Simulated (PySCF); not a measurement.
FH$_{3}$N$_{2}$Si (calculated)

Calculation on a computer-drawn molecule: optimised geometry and harmonic frequencies of an isolated molecule of the commonest isotopes, restricted reference for singlets and unrestricted otherwise, frozen core in MP2. Program: PySCF 2.14.0.

### FH$_{3}$N$_{2}$Si

Start structure:
```xyz
7
FH3N2Si
N     -2.7093    -1.0675    -0.2177
Si    -1.9237    -0.3641     1.0058
N     -1.3804    -0.7216     2.5033
F     -1.6926     1.1621     0.8255
H     -3.0462    -2.0553    -0.2173
H     -1.3579    -1.5712     2.9845
H     -0.8428    -0.0266     3.0468
```

* charge: 0
* multiplicity: 1
* method: HF
* basis: cc-pV(D+d)Z
* rotational constants: —

Drawn bonds:
```
atom  other atom  order
   1           2      2
   2           3      1
   2           4      1
   1           5      1
   3           6      1
   3           7      1
```

**Q.** Estimate the rotational constants of FH$_{3}$N$_{2}$Si.
**A.** 8.39, 6.736, 3.736 GHz

Further results for FH$_{3}$N$_{2}$Si:

- total energy: -499.0918 hartree
- convergence status largest gradient component: 2.232e-05 hartree/bohr

Optimised structure:
```xyz
7
FH3N2Si
N     -2.7187    -1.1036    -0.1308
Si    -1.9710    -0.3330     0.9853
N     -1.3459    -0.7049     2.4853
F     -1.6412     1.2142     0.8047
H     -2.9946    -2.0621    -0.1674
H     -1.3983    -1.6195     2.8860
H     -0.8833    -0.0353     3.0678
```

Modes:
```
frequency (cm⁻¹)  reduced mass (dalton)
           300.5                  2.636
           352.9                  1.463
           366.8                  5.447
           377.7                  4.448
           422.3                  1.032
           496.7                   1.41
           551.8                  1.133
           835.9                  3.123
           872.1                  1.945
            1002                   7.01
            1341                  7.314
            1674                  1.135
            3802                   1.05
            3902                  1.081
            3910                  1.099
```
